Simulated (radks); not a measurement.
Species: N. Configuration: [He] 2s2 2p3 (the NIST ground configuration). All-electron calculation, scalar-relativistic Kohn-Sham, PBEsol, spin-polarised, spherical densities, point nucleus; open shells are filled with parallel spins first. Program: a radial shooting solver on a logarithmic mesh with Libxc functionals. Some entries of the table are withheld. Estimate them.

| orbital | occ. | eigenvalue (hartree) | <1/r> (bohr^-1) | r(max) (bohr) |
|---|---|---|---|---|
| 1s up | 1 | -14.05825 | 6.616 | (1) |
| 1s down | 1 | -14.00046 | 6.636 | (2) |
| 2s up | 1 | -0.72503 | 1.113 | 1.010 |
| 2s down | 1 | -0.55698 | 1.065 | 1.032 |
| 2p up | 3 | -0.30338 | 0.9593 | 0.9613 |
| 2p down | 0 | -0.14691 | 0.8664 | 1.020 |

Answer. 
(1) 1s up r(max) (bohr): 0.1487
(2) 1s down r(max) (bohr): 0.1485
